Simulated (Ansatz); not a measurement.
Geometry optimisation, RHF/def2-SVP in Ansatz 0.2.0.

Input:

```yaml
crystal:
  periodic: [false, false, false]
  atoms:
    - { symbol: Ga, position_ang: [0.067534, 0.441464, -0.521847] }
    - { symbol: O, position_ang: [-0.089308, 0.144374, 2.442686] }
    - { symbol: H, position_ang: [-0.974325, 0.153563, 2.777873] }
    - { symbol: H, position_ang: [1.281215, -0.443918, -0.956331] }
    - { symbol: "N", position_ang: [-1.606292, 0.024016, -1.097] }
    - { symbol: H, position_ang: [-1.83657, -0.793749, -1.625957] }
    - { symbol: H, position_ang: [-2.42578, 0.560308, -0.892084] }
    - { symbol: H, position_ang: [0.196867, 1.749341, 0.343282] }
    - { symbol: H, position_ang: [0.053259, 1.027201, 2.064278] }
basis:
  gaussian: { orbitals: def2-SVP }
hamiltonian:
  xc: hf
relax:
  f_tol: 0.03
  max_steps: 50
```

Run as:

```bash
$ ansatz run input.yaml --threads 1 --pin off --max-ram 2048MiB --backend cpu --events-out ev --progress --plain --runs-dir out
```

Problem. Where does it end, and by what steps?

Solution. The run converged. After 16 steps the energy has fallen by 0.427 eV; H3 moved furthest, 1.06 Å. Joined: Ga1–O2 (2.98 → 2.21 Å).

```csv
step,energy less start (eV),largest force component (eV/Å),accepted
0,0.0000,1.195,yes
1,-0.0412,2.511,yes
2,-0.0795,2.305,yes
3,-0.1944,1.673,yes
4,-0.2604,0.881,yes
5,-0.2864,0.652,yes
6,-0.3420,0.833,yes
7,-0.3663,1.150,yes
8,-0.3987,0.482,yes
9,-0.3946,0.299,no
10,-0.4095,0.074,yes
11,-0.4177,0.075,yes
12,-0.4231,0.518,yes
13,-0.4262,0.115,yes
14,-0.4262,0.111,yes
15,-0.4263,0.100,yes
16,-0.4265,0.028,yes
```

```xyz
9
Properties=species:S:1:pos:R:3
Ga 0.136 0.561 -0.304
O -0.159 0.132 1.848
H -1.079 -0.103 1.752
H 1.287 -0.449 -0.671
N -1.632 -0.006 -0.547
H -1.815 -0.870 -1.023
H -2.331 0.661 -0.820
H 0.356 2.125 -0.207
H -0.096 0.812 2.506
```

Whether the end is a true minimum wasn't checked by a vibrational analysis.

Time of the run: 34 s on 1 thread of Arm Neoverse V1, on a shared host, peak memory 0.17 GiB.
